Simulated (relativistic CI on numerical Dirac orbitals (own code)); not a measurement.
Pr XLIII: q coefficients and field-shift factors

Computed by Dirac-Coulomb-Breit CI, orbitals from a KLI potential per configuration, derivatives by finite differences, unscaled Slater integrals, QED left out (own radial code, finite nucleus).

Configurations in the expansion (outside the closed core [Ne]): 3s2 3p5, 3s 3p6, 3s2 3p4 3d, 3s 3p5 3d, 3p6 3d, 3s 3p4 3d2, 3p5 3d2, 3p4 3d3. Double excitations out of closed p, d and f shells are left out; levels of such configurations are missing from the list, as are those of other unlisted configurations, and high levels can miss mixing partners.

With x = (α/α₀)² − 1 an excitation energy changes as ω = ω₀ + qx; K = 2q/ω₀ is the relative enhancement. Terms are leading LS components, so labels can repeat. The field-shift factor is F = δν/δ⟨r²⟩ for the transition from the lowest level.

Lowest level 3s2 3p5 2P°_3/2.

```
            Level  ω₀ (cm⁻¹)   q (cm⁻¹)       K  F (GHz/fm²)
  3s2 3p5 2P°_1/2     952746  1.074e+06    2.25        -55.8
3s2 3p4 3d 4D_3/2    1386058      59650  0.0861         1.52
3s2 3p4 3d 4D_5/2    1412775      76710   0.109         2.03
3s2 3p4 3d 4P_1/2    1418770      83460   0.118        -26.9
3s2 3p4 3d 4F_7/2    1451106      59160  0.0815         2.87
3s2 3p4 3d 2D_3/2    1566619      80290   0.103        0.276
3s2 3p4 3d 2F_7/2    1614351     273200   0.338         4.64
3s2 3p4 3d 2P_1/2    1633290     381100   0.467         -164
3s2 3p4 3d 4F_9/2    1635167     267900   0.328         6.53
3s2 3p4 3d 2D_5/2    1807255     287800   0.318         2.26
3s2 3p4 3d 2D_3/2    1846034     315100   0.341         2.16
3s2 3p4 3d 2D_5/2    1871824     329300   0.352        -1.15
    3s 3p6 2S_1/2    2054976  1.108e+06    1.08        -1050
3s2 3p4 3d 4D_1/2    2268183  1.124e+06   0.991          -61
3s2 3p4 3d 4D_3/2    2332007  1.129e+06   0.968        -52.1
3s2 3p4 3d 4F_5/2    2395956  1.111e+06   0.928          -51
3s2 3p4 3d 2G_7/2    2406551  1.114e+06   0.926        -50.7
3s2 3p4 3d 4F_7/2    2529301  1.333e+06    1.05        -49.1
3s2 3p4 3d 2P_3/2    2574492  1.332e+06    1.04        -51.4
3s2 3p4 3d 2F_5/2    2604937  1.339e+06    1.03        -50.9
3s2 3p4 3d 2G_9/2    2614306  1.335e+06    1.02        -48.5
3s2 3p4 3d 2D_5/2    2626486  1.129e+06   0.859        -51.1
3s2 3p4 3d 2P_3/2    2639069  1.112e+06   0.843          -48
```

At this charge energies of transitions that change n are usually good to better than 1 %, and those within a shell (Δn = 0) to a few per cent.
